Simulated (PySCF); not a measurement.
## Radial density of S²⁺ (sulfur, charge +2)

r2SCAN0, [Ne] 3s1 3p2 3d1, one real determinant (an excited configuration). All numbers are calculated (PySCF 2.14, the spin-free X2C one-electron Hamiltonian (Gaussian nucleus), in dyall-av3z (19s12p3d2f, 84 functions)).

| r (bohr) | 4πr²ρ (e/bohr) | 4πr²(ρα − ρβ) |
| --- | --- | --- |
| 0.00157 | 0.09320 | 0.0004 |
| 0.00265 | 0.2463 | 0.0010 |
| 0.00445 | 0.6372 | 0.0027 |
| 0.00749 | 1.591 | 0.0068 |
| 0.0126 | 3.735 | 0.0158 |
| 0.0212 | 7.885 | 0.0331 |
| 0.0356 | 13.91 | 0.0571 |
| 0.0599 | 18.25 | 0.0744 |
| 0.101 | 15.71 | 0.0949 |
| 0.170 | 12.01 | 0.2625 |
| 0.285 | 16.71 | 0.5155 |
| 0.480 | 13.82 | 0.1108 |
| 0.807 | 3.704 | 0.5741 |
| 1.36 | 2.659 | 2.5605 |
| 2.28 | 1.269 | 1.2692 |
| 3.84 | 0.1415 | 0.1415 |
| 6.46 | 0.003248 | 0.0032 |

Densities and radii are taken from the X2C orbitals without a picture-change correction, which distorts them close to the nucleus.

⟨L²⟩ = 7.94 against 12 for a pure F term, so this real determinant mixes terms. The outer electron is Rydberg-like, and this basis confines it to a smaller radius and binds it less than a complete one would.
